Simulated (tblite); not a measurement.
Species: C₃H₁₀O₂S₃Si.
Bonds: C1–S2, S2–Si3, Si3–S4, S4–C5, C5–S6, S6–C7, S6–O8 (double), S6–O9 (double). Hydrogens: H10, H11, H12 on C1; H13, H14 on Si3; H15, H16 on C5; H17, H18, H19 on C7.

Structure optimised with GFN2-xTB, isolated species.

Task: Give the optimised bond lengths and angles.

Result: 
| bond | length (Å) |
| --- | --- |
| C1–S2 | 1.817 |
| S2–Si3 | 2.134 |
| Si3–S4 | 2.169 |
| S4–C5 | 1.791 |
| C5–S6 | 1.817 |
| S6–C7 | 1.811 |
| S6=O8 | 1.447 |
| S6=O9 | 1.432 |
| C1–H10, C1–H11, C1–H12 | 1.085 |
| Si3–H13 | 1.448 |
| Si3–H14 | 1.465 |
| C5–H15, C5–H16 | 1.086 |
| C7–H17, C7–H18, C7–H19 | 1.083 |

Bonds in one row agree within 0.01 Å and their mean is given. A selection of angles:
| angle | degrees |
| --- | --- |
| S2–C1–H10 | 109.3 |
| S2–C1–H11 | 106.8 |
| H10–C1–H11 | 110.1 |
| H10–C1–H12 | 110.5 |
| C1–S2–Si3 | 98.3 |
| S2–Si3–S4 | 109.8 |
| S2–Si3–H13 | 118.8 |
| S2–Si3–H14 | 103.9 |
| S4–Si3–H13 | 115.1 |
| S4–Si3–H14 | 97.9 |
| H13–Si3–H14 | 108.5 |
| Si3–S4–C5 | 100.1 |
| S4–C5–S6 | 106.0 |
| S4–C5–H15 | 111.8 |
| S4–C5–H16 | 110.1 |
| S6–C5–H15 | 108.3 |
| S6–C5–H16 | 109.0 |
| H15–C5–H16 | 111.3 |
| C5–S6–C7 | 104.6 |
| C5–S6–O8 | 106.3 |
| C5–S6–O9 | 110.9 |
| C7–S6–O8 | 107.9 |
| C7–S6–O9 | 109.2 |
| O8–S6–O9 | 117.2 |
| S6–C7–H17 | 107.7 |
| H17–C7–H18 | 111.7 |

Torsions: C1–S2–Si3–S4 162° (antiperiplanar); S2–Si3–S4–C5 36° (synclinal); Si3–S4–C5–S6 63° (synclinal); S4–C5–S6–C7 67° (synclinal). The mirror-image conformer, all signs reversed, is as good.

Si3 and O8 aren't drawn bonded (4 bonds apart) but lie 2.51 Å from each other; Cordero's covalent radii sum to 1.77 Å. S6 (sulfonyl sulfur) is distorted tetrahedral (angles from 104.6° to 117.2°). Of the pairs four or more bonds apart, those above aside, O8···H13 is among the closest relative to their van der Waals radii: 2.36 Å, 87 % of the sum of Bondi's values. The 4 C–S bonds span 1.791 Å (S4–C5, drawn single) to 1.817 Å (C5–S6, drawn single), a spread of 0.026 Å. The S–Si distances run from 2.134 Å (S2–Si3, drawn single) to 2.169 Å (Si3–S4, drawn single), a spread of 0.035 Å. Si3 (SiH2 silicon) is distorted tetrahedral (angles from 97.9° to 118.8°).

Point group: C1 (no symmetry element, even within 0.4 Å). Its GFN2-xTB frequencies are all real (lowest 23 cm⁻¹). One conformer, not necessarily the lowest. 3 starts were optimised and ended at 0.00, 0.02 and -2.92 kcal/mol (GFN2-xTB); the lowest of these is shown.

On one thread, Arm Neoverse N1 (aarch64), shared host, this took 3.6 s of wall time. This is the geometry optimisation.

All values are computed, not measured.
